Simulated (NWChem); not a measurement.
Species: C3H5N2 cation; SMILES c1c[nH][nH+]c1

Task: Give the equilibrium geometry at PBE0/def2-SVP (NWChem) as a list of bonds and angles, with the point group.

Result: point group C2v; any orientation.
Bonds (Å): C1–C2 1.391, C1–C5 1.391, C1–H6 1.088, C2–N3 1.338, C2–H7 1.090, N3–N4 1.334, N3–H8 1.018, N4–C5 1.338, N4–H9 1.018, C5–H10 1.090. Angles (°): C2–C1–C5 105.6, C2–C1–H6 127.2, C5–C1–H6 127.2, C1–C2–N3 107.9, C1–C2–H7 131.1, N3–C2–H7 121.0, C2–N3–N4 109.3, C2–N3–H8 129.1, N4–N3–H8 121.7, N3–N4–C5 109.3, N3–N4–H9 121.7, C5–N4–H9 129.1, C1–C5–N4 107.9, C1–C5–H10 131.1, N4–C5–H10 121.0.
